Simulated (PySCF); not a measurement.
Worked example: refractive index and permittivity of the vapour

Ge(H)2(OEt)(NH2) (C2H9GeNO), SMILES CC[O][GeH2][NH2].

Coordinates come from a PBE-D3(BJ)/def2-SVP optimisation. Other conformers were not sampled.

PBE/def2-TZVP in PySCF gives a mean static polarisability of 71.1 bohr³ and a dipole moment of 1.89 D. Take an ideal gas at 298.15 K and 1 bar, whether or not the substance is that volatile.

Question: Work out n − 1 in the optical limit and the static ε − 1.

Answer: 
Polarisability volume α' = 71.1 × 0.148185 = 10.54 Å³. Number density N = p/kT = 2.43e-5 Å⁻³.
Dilute limit of Lorentz–Lorenz: n − 1 = 2π N α' = 0.0016.
Orientation term of Debye: μ²/(3kT) = 8.098 Å³ × μ²(D²) = 28.93 Å³.
ε − 1 = 4π N (α' + μ²/3kT) = 0.012. Orientation of the dipole supplies 73 % of the static response; it can't follow optical fields. Vibrational polarisation and dispersion are left out.
